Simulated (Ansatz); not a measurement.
`CO[SiH](N)O` + `CO[Si@@H](N)[Si@H](N)F` → `CO[Si@@H](N)[Si@@H](N)OC` + `N[SiH](O)F`  (redistribution)

Isolated molecules relaxed with PBE0-D4/def2-TZVP in Ansatz; ΔE leaves out vibrations. CCSD(T)/CBS adds triple-zeta CCSD(T) − MP2 to the extrapolated MP2 energy (def2 sets, frozen cores). This one scheme is used for every species. DFT in def2-TZVPP. B3LYP here is the variant with VWN-RPA as its local correlation; programs differ in this. Each species was taken in one conformer, which may not be the lowest.

`CO[SiH](N)O`:

```xyz
12

C    -1.324    0.964   -1.192
O    -0.712    0.720    0.054
Si    0.627   -0.193    0.251
N     0.979   -0.483    1.889
O     0.303   -1.596   -0.541
H    -1.649    0.033   -1.665
H    -2.197    1.598   -1.025
H    -0.645    1.486   -1.876
H     1.812    0.495   -0.324
H     0.293   -0.902    2.496
H     1.558    0.171    2.391
H     0.955   -2.293   -0.460
```

`CO[Si@@H](N)[Si@H](N)F`:

Z-matrix (Å, degrees):
```
C
O 1 1.408
H 1 1.095 2 111.4
H 1 1.092 2 108.4 3 119.4
H 1 1.098 2 112.0 3 -121.1
Si 2 1.656 1 122.3 3 64.9
Si 6 2.347 2 108.5 1 64.0
N 6 1.708 2 116.3 1 -54.9
H 6 1.482 2 102.8 1 -174.0
N 7 1.699 6 108.0 2 35.5
F 7 1.622 6 106.0 2 -86.8
H 7 1.486 6 117.6 2 157.5
H 8 1.006 6 123.6 2 -72.0
H 8 1.006 6 121.7 2 89.4
H 10 1.006 7 123.9 6 166.6
H 10 1.006 7 121.9 6 -29.4
```

`CO[Si@@H](N)[Si@@H](N)OC`:

Cartesian coordinates in Å:
```
C -0.418 3.010 0.690
O 0.381 1.975 1.212
Si -0.042 0.379 1.113
N 0.995 -0.603 2.059
Si 0.042 -0.379 -1.113
N -0.995 0.603 -2.059
O -0.381 -1.975 -1.212
C 0.418 -3.010 -0.690
H 0.055 3.964 0.933
H -0.515 2.935 -0.398
H -1.423 3.003 1.132
H -1.415 0.238 1.690
H 0.940 -0.561 3.065
H 1.948 -0.748 1.764
H 1.415 -0.238 -1.690
H -0.940 0.561 -3.065
H -1.948 0.748 -1.764
H 1.423 -3.003 -1.132
H 0.515 -2.935 0.398
H -0.055 -3.964 -0.934
```

`N[SiH](O)F`:

```xyz
8

N     0.449    1.080    0.200
Si   -0.426   -0.377    0.166
O    -0.056   -1.239   -1.166
F    -0.005   -1.122    1.513
H     0.664    1.527    1.076
H     0.399    1.742   -0.556
H    -1.898   -0.302    0.161
H     0.873   -1.308   -1.395
```

| level | ΔE (kcal/mol) |
| --- | --- |
| revPBE-D4 | 1.5 |
| B3LYP-D4 | 1.8 |
| r2SCANh-D4 | 1.6 |
| ωB97X-V | 2.0 |
| BLYP | 2.1 |
| BHLYP | 2.1 |
| CCSD(T)/def2-TZVPP | 1.2 |
| MP2/CBS(def2) | 1.9 |

**Question.** What does CCSD(T)/CBS give? (Best estimate.)

**Answer.** The calculation gave: +1.8 kcal/mol. The listed levels differ from it by -0.3, 0.0, -0.2, 0.2, 0.3, 0.3, -0.6, 0.1 kcal/mol.

Largest T1 diagnostic among the species: 0.012.

In def2-TZVPP, CCSD(T) changes the Hartree–Fock value by −0.9 kcal/mol (the triples alone add −0.2 kcal/mol) and MP2 by −0.8 kcal/mol. Leaving LDA and LC-ωPBE aside and taking each functional with its dispersion term where it has one, the values, not all of them listed here, spread over 1.1 kcal/mol, from B97M-V to CAM-B3LYP-D4. At CCSD(T), def2-SVP lies −1.1 kcal/mol from the extrapolated value and def2-TZVPP −0.6 kcal/mol.
